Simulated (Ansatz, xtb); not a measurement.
System: AlI$_{2}$ (charge +1, singlet). 
Coordinates optimised at B3LYP-D3(BJ)/def2-TZVP (Ansatz, a quantum-chemistry and plane-wave program):
```xyz
3

Al     0.0000     0.0000     0.0000
I      0.0000     0.0000    -2.3695
I      0.0000     0.0000     2.3695
```
Charge +1, spin multiplicity 1.

Harmonic wavenumbers from GFN2-xTB (xtb, at its own minimum), cm⁻¹: 130, 130, 200, 659.

**Question.** Give the harmonic wavenumbers at B3LYP-D3(BJ)/def2-TZVP (Ansatz, finite differences of forces, unscaled).

**Answer.** 94, 94, 175, 565 cm⁻¹. Zero-point energy 1.3 kcal/mol.

**Question.** From these and the geometry, give the ideal-gas thermochemistry at 298.15 K and 1 atm (rigid rotor, harmonic oscillator).

**Answer.** Point group D∞h, rotational symmetry number 2. Rotational constants 0.3546, 0.3546 GHz. S(trans) 42.80, S(rot) 20.03, S(vib) 10.04, S(elec, spin only) 0.00, S 72.9 cal/(mol K). H(298) - H(0) 3.50 kcal/mol; G - E(el) -16.9 kcal/mol.
